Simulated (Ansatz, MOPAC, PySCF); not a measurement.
Pair of molecules: HF (SMILES F) (first 2 atoms) with SiH4 (SMILES [SiH4]); geometry from B3LYP-D3(BJ)/def2-TZVP, rigid monomers moved along the line of their centres of mass till H2···H4 is 2.43 Å.
(charge 0, multiplicity 1):
```xyz
7

F     -0.20220    -0.42935    -0.46784
H     -0.10079    -0.77049     0.39116
Si    -0.00707     0.25055     3.75545
H      0.07857    -0.90165     2.81477
H      1.08064     1.19871     3.44073
H      0.14645    -0.28167     5.12558
H     -1.32549     0.89586     3.59272
```

Interaction energies are E(AB) − E(A) − E(B) at the monomers' geometry in the complex; basis-set methods are counterpoise corrected. Rows marked so take none.

Cores are frozen in the correlated methods. CBS(a, b) extrapolates the correlation energy as X⁻³ and adds the Hartree–Fock energy of set b. Rows in 6-311+G**, 6-31G*, STO-3G carry no dispersion term and start afresh at each structure (6-31G* with six Cartesian d functions). MP2/6-31G* freezes PySCF's default core. The state that AM1, PM3, PM7 reach isn't checked; PM7 holds dispersion and hydrogen-bond terms.

Codes used: Ansatz (a program for electronic structure); MOPAC for AM1, PM3, PM7 (differences of heats of formation); PySCF for 6-311+G** rows, 6-31G* rows, STO-3G rows, the dispersion terms. 

Other levels give for the interaction energy: PBE/def2-TZVPPD -0.94; B3LYP/def2-TZVPPD -0.61; B3LYP-D3(BJ)/def2-TZVPPD -1.08; wB97M-V/def2-TZVPPD -0.90; CCSD(T)/CBS(aug-cc-pV(D+d)Z, aug-cc-pV(T+d)Z) -0.91 kcal/mol.

**Question.** What do these common cheap choices give for the same quantity: AM1, PM3, PM7, HF/STO-3G (no counterpoise), HF/6-31G* (no counterpoise), B3LYP/6-31G*, B3LYP/6-311+G** (no counterpoise), MP2/6-31G*?

**Answer.** AM1 -0.24; PM3 -1.26; PM7 0.16; HF/STO-3G (no counterpoise) -0.10; HF/6-31G* (no counterpoise) -0.81; B3LYP/6-31G* -0.64; B3LYP/6-311+G** (no counterpoise) -0.69; MP2/6-31G* -0.57 kcal/mol. They span -1.26 to 0.16 kcal/mol.
